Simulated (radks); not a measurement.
Problem. La V, configuration [Kr] 4d10 5s2 5p5. Calculated with a radial shooting solver on a logarithmic mesh with Libxc functionals: scalar-relativistic Kohn-Sham, SCAN, spin-polarised, spherical densities, finite nucleus; open shells are filled with parallel spins first (spin-orbit coupling, left out, can overturn this in heavy ions); meta-GGA in the generalised Kohn-Sham scheme; Fermi nuclear charge, rms radius 4.855 fm. Some entries of the table are withheld. Estimate them.

orbital  occ.  eigenvalue (hartree)  <r> (bohr)
1s up       1             -1427.759     0.02507
1s down     1             -1427.756     0.02507
2s up       1             -229.1924      0.1074
2s down     1             -229.1910      0.1074
2p up       3             -205.4190     0.09425
2p down     3             -205.4164     0.09425
3s up       1             -50.42542      0.2845
3s down     1             -50.42355      0.2845
3p up       3             -42.77336      0.2828
3p down     3             -42.77071      0.2828
3d up       5             -31.80806      0.2600
3d down     5             -31.80495      0.2600
4s up       1             -11.39805      0.6539
4s down     1             -11.39271      0.6541
4p up       3              -8.89279      0.6926
4p down     3              -8.88771      0.6925
4d up       5              -5.26216      0.7668
4d down     5              -5.25495      0.7658
5s up       1              -2.79750         (1)
5s down     1              -2.75168         (2)
5p up       3              -2.13346         (3)
5p down     2              -2.08866         (4)

Solution. 
(1) 5s up <r> (bohr): 1.522
(2) 5s down <r> (bohr): 1.522
(3) 5p up <r> (bohr): 1.703
(4) 5p down <r> (bohr): 1.707
